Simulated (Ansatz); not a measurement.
Relaxation of BF2H3N (7 atoms, charge 0, multiplicity 2), to a largest force component of 0.03 eV/Å in at most 50 steps.

These are results of UHF/def2-SVP in Ansatz 0.2.0, not measurements.

```xyz
7
Properties=species:S:1:pos:R:3:forces:R:3
B 0.087 0.043 -0.063 -0.04 0.12 -0.23
F 0.011 -0.535 1.128 0.00 -0.19 -0.02
N 1.279 -0.009 -0.773 -0.01 0.00 0.05
H 2.099 -0.462 -0.423 0.02 -0.01 -0.01
H 1.383 0.420 -1.666 0.05 0.01 -0.06
H -0.882 0.597 -0.498 -0.01 0.00 0.01
F -0.062 -0.053 3.425 -0.01 0.06 0.26
```

Problem. Where does it end, and by what steps?

Solution. The forces met the threshold. The force dipped under the threshold on the way, but the program's further checks kept it going. After 15 steps the energy has fallen by 0.048 eV; F2 moved furthest, 0.72 Å.

| step | energy less start (eV) | largest force component (eV/Å) | accepted |
| --- | --- | --- | --- |
| 0 | 0.0000 | 0.260 | yes |
| 1 | -0.0219 | 0.142 | yes |
| 2 | -0.0345 | 0.074 | yes |
| 3 | -0.0365 | 0.038 | yes |
| 4 | -0.0390 | 0.084 | yes |
| 5 | -0.0398 | 0.006 | yes |
| 6 | -0.0404 | 0.085 | yes |
| 7 | -0.0408 | 0.127 | yes |
| 8 | -0.0413 | 0.125 | yes |
| 9 | -0.0427 | 0.167 | yes |
| 10 | -0.0441 | 0.129 | yes |
| 11 | -0.0458 | 0.034 | yes |
| 12 | -0.0460 | 0.271 | yes |
| 13 | -0.0475 | 0.129 | yes |
| 14 | -0.0480 | 0.022 | yes |
| 15 | -0.0482 | 0.021 | yes |

```xyz
7
Properties=species:S:1:pos:R:3
B 0.024 -0.124 -0.060
F -0.177 -1.138 0.778
N 1.273 0.031 -0.649
H 2.037 -0.585 -0.461
H 1.482 0.773 -1.283
H -0.883 0.623 -0.289
F 0.158 0.421 3.094
```

Whether the end is a true minimum wasn't checked by a vibrational analysis.

The run took 34 s on 1 thread of Arm Neoverse V2 (shared host), peak memory 0.14 GiB.
